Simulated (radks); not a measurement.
Ru, 44 electrons, occupied as [Kr] 4d7 5s1 (the NIST ground configuration).

Calculated with a radial shooting solver on a logarithmic mesh with Libxc functionals: scalar-relativistic Kohn-Sham, exchange-only B88, spin-polarised, spherical densities, point nucleus; open shells are filled with parallel spins first (spin-orbit coupling, left out, can overturn this in heavy ions).

Energy parts (Ry):
part                    energy
total              -9058.40964
kinetic             9371.51772
electron-nucleus  -21858.65530
Hartree             3692.31456
exchange            -263.58662

Orbitals (lengths in bohr, moments of r in powers of bohr):
[
 {"orbital": "1s up", "occ.": "1", "eigenvalue (Ry)": "-1612.597", "<r^4>": "5.907e-06", "<r>": "0.03344"},
 {"orbital": "1s down", "occ.": "1", "eigenvalue (Ry)": "-1612.596", "<r^4>": "5.907e-06", "<r>": "0.03344"},
 {"orbital": "2s up", "occ.": "1", "eigenvalue (Ry)": "-231.7980", "<r^4>": "0.001076", "<r>": "0.1457"},
 {"orbital": "2s down", "occ.": "1", "eigenvalue (Ry)": "-231.7696", "<r^4>": "0.001076", "<r>": "0.1457"},
 {"orbital": "2p up", "occ.": "3", "eigenvalue (Ry)": "-207.6121", "<r^4>": "0.0007705", "<r>": "0.1269"},
 {"orbital": "2p down", "occ.": "3", "eigenvalue (Ry)": "-207.5905", "<r^4>": "0.0007703", "<r>": "0.1269"},
 {"orbital": "3s up", "occ.": "1", "eigenvalue (Ry)": "-40.73269", "<r^4>": "0.05322", "<r>": "0.4028"},
 {"orbital": "3s down", "occ.": "1", "eigenvalue (Ry)": "-40.71611", "<r^4>": "0.05316", "<r>": "0.4028"},
 {"orbital": "3p up", "occ.": "3", "eigenvalue (Ry)": "-32.78879", "<r^4>": "0.05794", "<r>": "0.4032"},
 {"orbital": "3p down", "occ.": "3", "eigenvalue (Ry)": "-32.77012", "<r^4>": "0.05782", "<r>": "0.4031"},
 {"orbital": "3d up", "occ.": "5", "eigenvalue (Ry)": "-20.00289", "<r^4>": "0.05977", "<r>": "0.3843"},
 {"orbital": "3d down", "occ.": "5", "eigenvalue (Ry)": "-19.97517", "<r^4>": "0.05953", "<r>": "0.3841"},
 {"orbital": "4s up", "occ.": "1", "eigenvalue (Ry)": "-5.60024", "<r^4>": "2.112", "<r>": "1.020"},
 {"orbital": "4s down", "occ.": "1", "eigenvalue (Ry)": "-5.45095", "<r^4>": "2.079", "<r>": "1.016"},
 {"orbital": "4p up", "occ.": "3", "eigenvalue (Ry)": "-3.40278", "<r^4>": "3.451", "<r>": "1.130"},
 {"orbital": "4p down", "occ.": "3", "eigenvalue (Ry)": "-3.24109", "<r^4>": "3.387", "<r>": "1.125"},
 {"orbital": "4d up", "occ.": "5", "eigenvalue (Ry)": "-0.38558", "<r^4>": "31.99", "<r>": "1.711"},
 {"orbital": "4d down", "occ.": "2", "eigenvalue (Ry)": "-0.20463", "<r^4>": "42.37", "<r>": "1.745"},
 {"orbital": "5s up", "occ.": "1", "eigenvalue (Ry)": "-0.32129", "<r^4>": "288.2", "<r>": "3.348"},
 {"orbital": "5s down", "occ.": "0", "eigenvalue (Ry)": "-0.17689", "<r^4>": "534.6", "<r>": "3.738"}
]

The highest occupied level is 4d down at -2.784 eV. Spin moment in Bohr magnetons: 4.
